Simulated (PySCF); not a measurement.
GePh2H2, C12H12Ge.
InChI=1S/C12H12Ge/c1-3-7-11(8-4-1)13-12-9-5-2-6-10-12/h1-10H,13H2

The calculation used TDDFT CAM-B3LYP/def2-SVPD, vertical, gas phase, core orbitals frozen in the response in PySCF 2.14.0, density-fitted response routines. The structure is a single PBE0-D3(BJ)/def2-SVP conformer in the gas phase; no vibrational or solvent corrections. Relativistic effects, spin–orbit coupling among them, are left out although an element past zinc is present.

| state | E (eV) | ν̃ (cm⁻¹) | f | main configurations (H = HOMO, L = LUMO) |
| --- | --- | --- | --- | --- |
| S1 | 5.37 | 43270 | 0.0000 | H-2/H-1→L (≥30%), H→L+1 (30%), H-3→L+2 (18%) |
| S2 | 5.39 | 43480 | 0.0011 | H-3→L (30%), H→L+3 (23%), H-2/H-1→L+1 (≥22%) |
| S3 | 5.87 | 47350 | 0.223 | H→L (66%), H-2/H-1→L+2 (≥11%), H-2/H-1→L+1 (≥10%) |
| S4 | 6.07 | 48920 | 0.014 | H-2/H-1→L (≥42%), H-3→L+1 (21%), H→L+2 (16%) |
| S5 | 6.43 | 51820 | 0.131 | H-4→L (25%), H-2/H-1→L+2 (≥25%), H-2/H-1→L+1 (≥14%) |
| S6 | 6.57 | 53010 | 0.038 | H→L+2 (30%), H-2/H-1→L (≥28%), H-5→L (13%) |
| S7 | 6.69 | 53920 | 0.0010 | H→L+1 (49%), H-2/H-1→L (≥18%), H-4→L+1 (16%) |
| S8 | 6.75 | 54440 | 0.941 | H-2/H-1→L+1 (≥39%), H-2/H-1→L+2 (≥22%), H-3→L+3 (16%) |
| S9 | 6.77 | 54600 | 0.153 | H-2/H-1→L+1 (≥44%), H-4→L+3 (20%), H-5→L+1 (13%) |
| S10 | 6.83 | 55130 | 0.0001 | H-2/H-1→L+3 (≥33%), H-2/H-1→L (≥27%), H-4→L+1 (25%) |
| S11 | 6.89 | 55590 | 0.369 | H-3→L (44%), H→L+3 (33%) |
| S12 | 7.05 | 56870 | 0.384 | H-3→L+1 (35%), H→L+2 (34%), H-2/H-1→L+3 (≥13%) |
| S13 | 7.07 | 57000 | 0.033 | H→L+4 (47%), H-4→L (15%), H-2/H-1→L+5 (≥14%) |
| S14 | 7.07 | 57060 | 0.0003 | H-3→L+2 (34%), H-2/H-1→L+4 (≥29%), H-3→L+5 (12%) |
| S15 | 7.13 | 57510 | 0.227 | H-2/H-1→L+2 (≥39%), H-3→L+4 (22%), H-2/H-1→L+5 (≥11%) |

Triplets (Tamm–Dancoff): T1 4.03 eV, H→L (32%), H-2/H-1→L+1 (≥19%), H-3→L+3 (18%); T2 4.04 eV, H-2/H-1→L (≥26%), H→L+2 (24%), H-3→L+1 (20%); T3 4.73 eV, H-2/H-1→L (≥34%), H-3→L+2 (24%), H→L+1 (21%); T4 4.75 eV, H-3→L (23%), H-2/H-1→L+2 (≥18%), H-2/H-1→L+1 (≥14%).

The lowest singlet lies at 5.37 eV (231 nm, ultraviolet) and is dark (f under 0.0005); its leading configuration is HOMO-2/HOMO-1→LUMO (≥30%). The strongest level in the table is S8 at 6.75 eV (184 nm, f = 0.941). S13/S14 lie within about 0.01 eV of each other. Löwdin shares by element: HOMO carbon 51% or more (atoms not listed hold the other 49%); LUMO carbon 39% or more (atoms not listed hold the other 61%). Of the 15 states listed, 10 reach f = 0.01 and 3 stay under 0.0005. The oscillator strengths of these states sum to 2.515; summed over the whole spectrum of an exact calculation they would give the number of electrons, 116 (Thomas–Reiche–Kuhn). Weighted by f, the mean energy of these states is 6.75 eV. Orbitals of the list HOMO-3 to LUMO+2 that lie within 0.01 eV of each other are written together with a slash and their weights summed (≥ marks a lower bound); for degenerate orbitals outside that list single weights are arbitrary. Singlets were solved by full linear response, triplets in the Tamm–Dancoff approximation.
